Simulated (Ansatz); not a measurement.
Ansatz (a program for electronic structure) input (B3LYP-D3(BJ)/def2-TZVP):

Ansatz 0.2 input:
```yaml
crystal:
  periodic: [false, false, false]
  atoms:
    - {symbol: Li, position_ang: [-0.71356987, -0.60935300, -0.67674021]}
    - {symbol: Cl, position_ang: [0.71887522, 0.60126957, 0.64601752]}
basis:
  gaussian:
    orbitals: def2-TZVP
hamiltonian:
  xc: b3lyp
  dispersion: d3bj
total_charge: 1
magnetization: {spin_polarized: true, initial_magnetization: 1}
relax: {f_tol: 0.002, max_steps: 150}
```

End of the output:

```
mean field: 0.12 GiB planned
mean field evaluation 1: about -12718.1946 eV, gradient 2.3e1 eV
mean field evaluation 2: about -12719.1890 eV, gradient 2.0e1 eV
mean field evaluation 4: about -12720.5309 eV, gradient 2.8e-1 eV
mean field evaluation 8: about -12720.5609 eV, gradient 1.2e-3 eV
mean field evaluation 16: about -12720.0968 eV, gradient 5.0e0 eV
mean field -12720.56091581 eV, -467.4719913503 hartree, gradient 2.4e-5 eV, S^2 0.753254; 1 other end points of the search recorded, 0 dependent functions left out
the calculation of the forces begins
reference -12720.56112001 eV, -467.4719988545 hartree; 10, 9 occupied and 41, 42 virtual orbitals, 392 factors
relax step   1: F+E_penalty+E_count = -12720.60007152 eV  Δ(F+E_penalty+E_count) = +0.000e0 eV  max|allowed force component| = 1.487e-1 eV/Å  Δτ_max = 0.0000 Å  (37 SCF iters, accepted)
these checks for a lower state are left out or cut short: starts, cluster_reference, orbital_swaps, neighbouring_geometries, increment
integrals: 0.01 GiB planned
392 factors; their error is unknown
mean field: 0.12 GiB planned
mean field -12720.56816517 eV, -467.4722577593 hartree, gradient 3.1e-5 eV, S^2 0.753262; 0 other end points of the search recorded, 0 dependent functions left out
the calculation of the forces begins
reference -12720.56837146 eV, -467.4722653402 hartree; 10, 9 occupied and 41, 42 virtual orbitals, 392 factors
relax step   2: F+E_penalty+E_count = -12720.60726497 eV  Δ(F+E_penalty+E_count) = -7.193e-3 eV  max|allowed force component| = 7.167e-2 eV/Å  Δτ_max = 0.0206 Å  (28 SCF iters, accepted)
these checks for a lower state are left out or cut short: starts, cluster_reference, orbital_swaps, neighbouring_geometries, increment
integrals: 0.01 GiB planned
392 factors; their error is unknown
mean field: 0.12 GiB planned
mean field -12720.57077631 eV, -467.4723537167 hartree, gradient 3.0e-5 eV, S^2 0.753268; 0 other end points of the search recorded, 0 dependent functions left out
the calculation of the forces begins
reference -12720.57098469 eV, -467.4723613745 hartree; 10, 9 occupied and 41, 42 virtual orbitals, 392 factors
relax step   3: F+E_penalty+E_count = -12720.60983016 eV  Δ(F+E_penalty+E_count) = -2.565e-3 eV  max|allowed force component| = 5.927e-3 eV/Å  Δτ_max = 0.0212 Å  (28 SCF iters, accepted)
these checks for a lower state are left out or cut short: starts, cluster_reference, orbital_swaps, neighbouring_geometries, increment
integrals: 0.01 GiB planned
392 factors; their error is unknown
mean field: 0.12 GiB planned
mean field evaluation 32: about -12720.5708 eV, gradient 3.4e-2 eV
mean field -12720.57080008 eV, -467.4723545904 hartree, gradient 2.2e-5 eV, S^2 0.753269; 0 other end points of the search recorded, 0 dependent functions left out
the calculation of the forces begins
reference -12720.57100867 eV, -467.4723622558 hartree; 10, 9 occupied and 41, 42 virtual orbitals, 392 factors
relax step   4: F+E_penalty+E_count = -12720.60985031 eV  Δ(F+E_penalty+E_count) = -2.015e-5 eV  max|allowed force component| = 1.588e-5 eV/Å  Δτ_max = 0.0021 Å  (23 SCF iters, accepted)
integrals: 0.01 GiB planned
392 factors; their error is unknown
mean field: 0.12 GiB planned
mean field -12720.57080008 eV, -467.4723545904 hartree, gradient 2.2e-5 eV, S^2 0.753269; 2 other end points of the search recorded, 0 dependent functions left out
the calculation of the forces begins
reference -12720.57100867 eV, -467.4723622558 hartree; 10, 9 occupied and 41, 42 virtual orbitals, 392 factors
Total energy: -12720.61005889 eV, -467.4737973251 hartree
Atom 0 at    -0.740985    -0.632523    -0.702056 Å, force    -0.000016    -0.000013    -0.000015 eV/Å
Atom 1 at     0.746290     0.624439     0.671334 Å, force     0.000016     0.000013     0.000015 eV/Å
Dipole moment:    -1.059040    -0.895041    -0.977945 e Å
```
